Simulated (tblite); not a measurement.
Write Cartesian coordinates for InChI=1S/C6H8ClO/c7-6-2-1-5(3-6)4-8/h3,5H,1-2,4H2/t5-/m0/s1 as optimised with GFN2-xTB. (Doublet state.)

```xyz
16
C6H8ClO angstrom
O     -2.712   -0.094    0.540
C     -1.750   -0.767   -0.004
C     -0.657    0.284   -0.645
C      0.449   -0.477   -1.245
C      1.530   -0.436   -0.456
Cl     3.019   -1.210   -0.752
C      1.320    0.397    0.770
C     -0.014    1.099    0.477
H     -1.146   -1.368    0.707
H     -2.050   -1.385   -0.874
H     -1.251    0.872   -1.341
H      0.355   -1.032   -2.160
H      1.260   -0.246    1.651
H      2.138    1.099    0.933
H      0.167    2.113    0.119
H     -0.665    1.160    1.346
```

Any rigid rotation of these coordinates is as good. Atoms count from 1 in this order. The 5-membered ring C3–C4–C5–C7–C8 has internal angles of 102.7° to 112.7°; it is puckered, 0.09 Å rms from its mean plane, widest ring torsion 19°. The C–C distances run from 1.339 Å (C4=C5, drawn double) to 1.646 Å (C2–C3, drawn single), a spread of 0.307 Å. C4 (carbon bonded to 2 C and H) is planar (angles 126.1°, 123.3° and 110.5°, sum 359.9°, 0.02 Å off the plane of its three neighbours). Of the pairs four or more bonds apart, O1···H16 is among the closest relative to their van der Waals radii: 2.53 Å, 93 % of the sum of Bondi's values.

Bonds between heavy atoms (Å): O1–C2 1.294, C2–C3 1.646, C3–C4 1.470, C4=C5 1.339, C5–Cl6 1.705, C5–C7 1.497, C7–C8 1.535, C3–C8 1.529.

Computed geometry: GFN2-xTB, gas phase. This method treats the open shell by occupation alone, without spin polarisation.

Point group: C1 (no symmetry element, even within 0.4 Å). Its GFN2-xTB frequencies are all real (lowest 83 cm⁻¹). Torsions: O1–C2–C3–C4 179°, C2–C3–C4–C5 -104°, C4–C5–C7–C8 -10°, C5–C7–C8–C3 18°, C2–C3–C8–C7 98°. 2 starts were optimised and ended at 0.00 and 0.44 kcal/mol (GFN2-xTB); the lowest of these is shown.

One conformer stands for the species.
